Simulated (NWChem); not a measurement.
SnH₃O₂F; SMILES [OH][SnH]([OH])[F]

```xyz
7

Sn    -0.0008    -0.0349    -0.2520
O     -0.2011    -1.8480     0.5448
O      1.6438     0.8441     0.4663
F     -1.4198     1.1258     0.4460
H     -0.1085    -0.1796    -1.9549
H      0.0294    -1.8146     1.4944
H      1.3586     1.6406     0.9589
```
Atoms are numbered in this order, from 1.

Program: NWChem. Medium grid unless said otherwise, to which SCAN and Minnesota functionals are sensitive. Structure relaxed at the PBE-D3(BJ)/def2-SVP level. def2 effective core potentials on Sn; no spin-orbit coupling. Hybrids' shares of exact exchange are those that their runs print; pure functionals count as 0. The functionals differ in more than this share.

```
row                    share of exact exchange  orbital gap (eV)
---------------------  -----------------------  ----------------
PBE/def2-SVP                              0.00              4.64
PW91/def2-SVP                             0.00              4.62
B3LYP/def2-SVP                            0.20              6.74
M06-2X/def2-SVP                           0.54          withheld
Hartree-Fock/def2-SVP                     1.00             15.56
```

Fit a straight line of the last column on the one before it, predict the withheld value, and compare with the run.


1. Means of the 4 shown rows: x = 0.300, y = 7.890. Slope Σ(x − x̄)(y − ȳ)/Σ(x − x̄)² = 7.440/0.6800 = 10.94; intercept 4.608.
2. The shown rows scatter about the line by 0.033 (root mean square); the largest residual is -0.06, at B3LYP/def2-SVP.
3. At x = 0.54 (M06-2X/def2-SVP; inside the shown range) the line gives 10.52.
4. The run gives 10.29, -0.23 from the line, 6.9 times the scatter.
